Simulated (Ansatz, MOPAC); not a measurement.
System: BiF3 (charge 0, singlet). SMILES: [F][Bi]([F])[F]

Atoms: Bi1, F2, F3, F4. Bonds: Bi1-F2, Bi1-F3, Bi1-F4.

Bond lengths (Å) and angles (degrees) optimised at PM6 with MOPAC; MNDO with MOPAC; PBE/6-31G* with LANL2DZ past Ar with Ansatz (a quantum-chemistry and plane-wave program); B3LYP/LANL2DZ with Ansatz; B3LYP/6-31G* with LANL2DZ past Ar with Ansatz; MP2/6-31G* with LANL2DZ past Ar with Ansatz, each started from the B3LYP-D3(BJ)/def2-TZVP structure (Ansatz) of the last column. A row stands for all coordinates that are equal there. 6-31G* holds six Cartesian d functions. No wavenumbers were computed at MNDO, PBE/6-31G* with LANL2DZ past Ar, B3LYP/LANL2DZ, MP2/6-31G* with LANL2DZ past Ar, so these may be saddle points.

```tsv
coordinate	PM6	MNDO	PBE/6-31G* with LANL2DZ past Ar	B3LYP/LANL2DZ	B3LYP/6-31G* with LANL2DZ past Ar	MP2/6-31G* with LANL2DZ past Ar	B3LYP-D3(BJ)/def2-TZVP
Bi1-F2	2.254	1.638	1.963	1.994	1.938	1.928	2.005
F2-Bi1-F3	95.1	119.9	96.4	96.4	96.0	95.8	95.8
```

Mean signed difference of all 3 bond lengths from B3LYP-D3(BJ)/def2-TZVP: PM6 0.249 Å, MNDO -0.367 Å, PBE/6-31G* with LANL2DZ past Ar -0.042 Å, B3LYP/LANL2DZ -0.011 Å, B3LYP/6-31G* with LANL2DZ past Ar -0.067 Å, MP2/6-31G* with LANL2DZ past Ar -0.076 Å.
